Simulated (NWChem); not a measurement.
System: CH₇GeN; SMILES C[NH][GeH3]

Excerpt of the output:

```
             Northwest Computational Chemistry Package (NWChem) 7.3.0
             --------------------------------------------------------

                             Geometry "geometry" -> ""
                             -------------------------

 Output coordinates in angstroms (scale by  1.889725989 to convert to a.u.)

  No.       Tag          Charge          X              Y              Z
 ---- ---------------- ---------- -------------- -------------- --------------
    1 Ge                  32.0000     0.03216700     0.75084500    -0.00639800
    2 N                    7.0000    -0.58880900    -0.97329900    -0.08929600
    3 C                    6.0000     0.31983300    -2.09033200     0.01779700
    4 H                    1.0000    -1.18853600     1.67022700    -0.17870700
    5 H                    1.0000     0.75197600     1.10280500     1.32213200
    6 H                    1.0000     1.03393800     0.92983100    -1.16146300
    7 H                    1.0000    -1.45357700    -1.12217200     0.42141600
    8 H                    1.0000    -0.17369900    -3.02556600    -0.29673400
    9 H                    1.0000     0.73974200    -2.26380200     1.03068300
   10 H                    1.0000     1.17510200    -1.94521900    -0.66290300

 Effective nuclear repulsion energy (a.u.)     200.3398662274

  pbe96 is a nonlocal functional; adding pw91lda local functional.
                              NWChem Property Module
                              ----------------------

  itol2e modified to match energy
  convergence criterion.

                                 NWChem DFT Module
                                 -----------------

 Summary of "ao basis" -> "ao basis" (spherical)
 ------------------------------------------------------------------------------
       Tag                 Description            Shells   Functions and Types
 ---------------- ------------------------------  ------  ---------------------
 Ge                         pcsseg-1                15       41   5s7p3d
 N                          pcsseg-1                 7       17   3s3p1d
 C                          pcsseg-1                 7       17   3s3p1d
 H                          pcsseg-1                 3        5   2s1p

  itol2e modified to match energy
  convergence criterion.

            General Information
            -------------------
          SCF calculation type: DFT
          Wavefunction type:  closed shell.
          No. of atoms     :    10
          No. of electrons :    52
           Alpha electrons :    26
            Beta electrons :    26
          Charge           :     0
          Spin multiplicity:     1
          Use of symmetry is: off; symmetry adaption is: off
          Maximum number of iterations: 150
          AO basis - number of functions:   110
                     number of shells:    50
          Convergence on energy requested:  1.00D-07
          Convergence on density requested:  1.00D-05
          Convergence on gradient requested:  5.00D-04

              XC Information
              --------------
          PerdewBurkeErnzerhof Exchange Functional  1.000
            Perdew 1991 LDA Correlation Functional  1.000 local
           PerdewBurkeErnz. Correlation Functional  1.000 non-local

             Grid Information
             ----------------
          Grid used for XC integration:  fine
          Radial quadrature: Mura-Knowles
          Angular quadrature: Lebedev.
          Tag              B.-S. Rad. Rad. Pts. Rad. Cut. Ang. Pts.
          ---              ---------- --------- --------- ---------
          Ge                  1.25      140          11.0       974
          N                   0.65       70           9.0       590
          C                   0.70       70          11.0       590
          H                   0.35       60          12.0       590
          Grid pruning is: on
          Number of quadrature shells:   700
          Spatial weights used:  Erf1

[...]

          -----------------------------------------
          Chemical Shielding Tensors (GIAO, in ppm)
          -----------------------------------------

                                NWChem CPHF Module
                                ------------------

  scftype          =     RHF
  nclosed          =       26
  nopen            =        0
  variables        =     2184
  # of vectors     =        3
  tolerance        = 0.10D-03
  level shift      = 0.00D+00
  max iterations   =       50
  max subspace     =       30

 SCF residual:    2.2482675882345879E-005

Iterative solution of linear equations
  No. of variables     2184
  No. of equations        3
  Maximum subspace       30
        Iterations       50
       Convergence  1.0D-04

   iter   nsub   residual    time
   ----  ------  --------  ---------
     1      3    6.33D-06      40.7

      Atom:    1  Ge
        Diamagnetic
   2756.2689      1.6278     -0.2664
      1.6278   2762.4774      0.3496
     -0.2664      0.3496   2754.7191

        Paramagnetic
  -1468.8651    101.0389      2.2921
    101.0389  -1175.7993    -10.7003
      2.2921    -10.7003  -1411.9789

        Total Shielding Tensor
   1287.4037    102.6667      2.0257
    102.6667   1586.6781    -10.3507
      2.0257    -10.3507   1342.7402

           isotropic =    1405.6074
          anisotropy =     319.8255

          Principal Components and Axis System
                 1           2           3
             1618.8244   1342.7145   1255.2832

      1         0.2955      0.0646      0.9531
      2         0.9547      0.0151     -0.2971
      3        -0.0336      0.9978     -0.0572

      Atom:    2  N
        Diamagnetic
    323.7946     -0.9390     -6.3639
     -0.9390    339.0802     -1.0271
     -6.3639     -1.0271    302.1922

        Paramagnetic
    -38.0809     -3.0248    -17.6198
     -3.0248    -95.8106     -5.2131
    -17.6198     -5.2131    -83.4220

        Total Shielding Tensor
    285.7138     -3.9638    -23.9837
     -3.9638    243.2696     -6.2403
    -23.9837     -6.2403    218.7701

           isotropic =     249.2512
          anisotropy =      66.3575

          Principal Components and Axis System
                 1           2           3
              293.4895    244.7188    209.5452

      1         0.9524     -0.0279      0.3036
      2        -0.0376      0.9775      0.2077
      3        -0.3026     -0.2093      0.9299

      Atom:    3  C
        Diamagnetic
    246.8719     -8.7687      1.4379
     -8.7687    253.7385     -1.1390
      1.4379     -1.1390    240.9891

        Paramagnetic
   -107.1258    -21.4644      2.3363
    -21.4644    -92.8358      3.2845
      2.3363      3.2845   -112.0192

        Total Shielding Tensor
    139.7461    -30.2331      3.7742
    -30.2331    160.9027      2.1455
      3.7742      2.1455    128.9699

           isotropic =     143.2062
          anisotropy =      58.7281

          Principal Components and Axis System
                 1           2           3
              182.3583    130.4955    116.7649

      1        -0.5791      0.2676      0.7701
      2         0.8152      0.1996      0.5437
      3        -0.0082      0.9426     -0.3337

      Atom:    4  H
        Diamagnetic
     33.8402    -10.5078      1.8051
    -10.5078     31.1918     -1.5342
      1.8051     -1.5342     20.4810

        Paramagnetic
     -4.2218      3.1128     -0.3091
      3.1128     -1.7584      0.5128
     -0.3091      0.5128      0.3275

        Total Shielding Tensor
     29.6184     -7.3950      1.4960
     -7.3950     29.4334     -1.0214
      1.4960     -1.0214     20.8085

           isotropic =      26.6201
          anisotropy =      15.7444

          Principal Components and Axis System
                 1           2           3
               37.1164     22.1959     20.5480

      1         0.7090      0.6714     -0.2158
      2        -0.6968      0.7140     -0.0676
      3         0.1087      0.1983      0.9741

      Atom:    5  H
        Diamagnetic
     24.8644      3.5071      8.9638
      3.5071     23.0730      5.5528
      8.9638      5.5528     35.7769

        Paramagnetic
     -1.3129     -0.3237     -2.7580
     -0.3237      0.0523     -1.2729
     -2.7580     -1.2729     -3.9265

        Total Shielding Tensor
     23.5515      3.1834      6.2058
      3.1834     23.1253      4.2800
      6.2058      4.2800     31.8504

           isotropic =      26.1757
          anisotropy =      16.4687

          Principal Components and Axis System
                 1           2           3
               37.1548     21.5549     19.8174

      1         0.4554      0.2817      0.8445
      2         0.3527      0.8139     -0.4617
      3         0.8174     -0.5081     -0.2713

      Atom:    6  H
        Diamagnetic
     29.8144      3.0282    -11.0269
      3.0282     22.7320     -2.8794
    -11.0269     -2.8794     32.1849

        Paramagnetic
     -2.6399     -0.2141      3.6588
     -0.2141      0.0616      0.7857
      3.6588      0.7857     -2.1576

        Total Shielding Tensor
     27.1744      2.8141     -7.3681
      2.8141     22.7936     -2.0938
     -7.3681     -2.0938     30.0273

           isotropic =      26.6651
          anisotropy =      15.3959

          Principal Components and Axis System
                 1           2           3
               36.9291     22.4591     20.6072

      1        -0.6281      0.2629      0.7324
      2        -0.2349      0.8332     -0.5006
      3         0.7418      0.4865      0.4616

      Atom:    7  H
        Diamagnetic
     40.8299      3.9313     -8.9279
      3.9313     30.5746     -1.9769
     -8.9279     -1.9769     25.7976

        Paramagnetic
     -1.4390     -1.4995      1.8080
     -1.4995      1.2441      0.0539
      1.8080      0.0539     -1.0967

        Total Shielding Tensor
     39.3909      2.4318     -7.1198
      2.4318     31.8187     -1.9230
     -7.1198     -1.9230     24.7009

[...]
```

Level: PBE/pcSseg-1, GIAO. All runs use the structure optimised with PBE0/def2-SVP. The printed shielding anisotropy is the first printed principal value minus the mean of the other two.

**Question.** Write an input that gives this output.

**Answer.** Several could match; the one computed here: the input that was run:
```
start job
memory heap 200 mb stack 900 mb global 1100 mb
geometry units angstroms noautosym nocenter noautoz
  Ge     0.032167     0.750845    -0.006398
  N     -0.588809    -0.973299    -0.089296
  C      0.319833    -2.090332     0.017797
  H     -1.188536     1.670227    -0.178707
  H      0.751976     1.102805     1.322132
  H      1.033938     0.929831    -1.161463
  H     -1.453577    -1.122172     0.421416
  H     -0.173699    -3.025566    -0.296734
  H      0.739742    -2.263802     1.030683
  H      1.175102    -1.945219    -0.662903
end
basis spherical
  Ge library pcsseg-1
  N library pcsseg-1
  C library pcsseg-1
  H library pcsseg-1
end
dft
  xc xpbe96 cpbe96
  iterations 150
end
property
  shielding
end
task dft property
```
